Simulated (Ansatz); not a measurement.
Si₂W, relaxed as a singlet with RKS r2SCAN-D4/def2-TZVP in Ansatz, starting from the GFN2-xTB geometry. Force threshold 0.02 eV/Å.

In the def2 sets W takes a core potential; there is no spin–orbit coupling. The structure comes from a short search, and lower isomers may exist.

Start:

Cartesian coordinates in Å:
```
W -0.831 -1.826 0.476
Si 0.346 1.724 -1.003
Si 0.485 0.102 0.527
```

**Question.** Estimate the energy that the relaxation releases and the steps that it takes.

**Answer.** 345.9 kJ/mol, in 8 steps; 14 s on 4 threads of Arm Neoverse V1 on a shared host. No frequencies were taken in this run, so the end may be a saddle point.

**Question.** Does the start keep its bonding and symmetry?

**Answer.** Bonds formed: W1–Si2 (atoms count from 1). The end is the same structure that another start reached, the lowest one found. Point group Cs at the start, C2v at the end, both within 0.05 Å.

**Question.** Predict the relaxed structure.

**Answer.** 
```xyz
3

W    -0.727   -1.003   -0.079
Si   -0.155    0.959   -0.995
Si    0.882    0.044    1.075
```
Bond lengths: 2 × Si–W 2.24 Å; 1 × Si–Si 2.49 Å.
